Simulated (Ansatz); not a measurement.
Species: BiF3 (charge 0, singlet). 
Structure (B3LYP-D3(BJ)/def2-TZVP (Ansatz, a first-principles code) minimum search):
SMILES: [F][Bi]([F])[F]
```xyz
4

Bi     0.0004    -0.0017     0.2538
F     -1.3717    -1.0299    -0.7847
F     -0.2126     1.7093    -0.7687
F      1.5802    -0.6640    -0.7875
```

Parts of the frozen-core correlation energy in def2-SVPD (Ansatz, hartree). Frozen orbitals: 12; correlated occupied orbitals by spin: 13 and 13; virtual: 76 and 76. No spin-orbit coupling. In def2 rows, elements after Kr have scalar-relativistic effective core potentials.

```json
[
 {"term": "reference (HF)", "value": "-511.70514"},
 {"term": "MP2 opposite-spin", "value": "-0.50535"},
 {"term": "MP2 same-spin", "value": "(withheld)"},
 {"term": "CCSD correlation", "value": "(withheld)"},
 {"term": "(T)", "value": "(withheld)"},
 {"term": "T1 diagnostic", "value": "0.020"},
 {"term": "largest doubles amplitude", "value": "0.042"}
]
```

**Question.** Some entries are withheld; supply them.

**Answer.** 
- MP2 same-spin, value: -0.19555
- CCSD correlation, value: -0.69962
- (T), value: -0.01875
